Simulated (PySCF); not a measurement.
**Polarisability and C₆ of Si³⁺ (silicon, charge +3)**

[Ne] 3s1, 2S determinant. Calculation: PySCF 2.14, in dyall-acv3z (19s12p6d4f, 113 functions); the non-relativistic Hamiltonian (point nucleus). Coupled (time-dependent) response in atomic units; α is the mean over directions.

```tsv
method	mean α (bohr³)	C₆ (like pair)	S(−4)
UHF	7.938	15.77	77.52
PBE	7.086	13.29	62.76
PBE0	7.342	14.00	67.18
wB97X-V	7.490	14.42	69.97
```

S(−4) is the Cauchy moment in α(ω) = α(0) + S(−4) ω² + …

α(iu) at wB97X-V:

```csv
u (hartree),α(iu) (bohr³)
0,7.490
0.0500,7.319
0.100,6.852
0.200,5.471
0.300,4.120
0.500,2.361
0.750,1.355
1.00,0.8969
1.50,0.5141
2.00,0.3599
3.00,0.2297
5.00,0.1334
```

For an ion, C₆ is the dispersion term alone; charge-induced terms of lower order in 1/R come first.
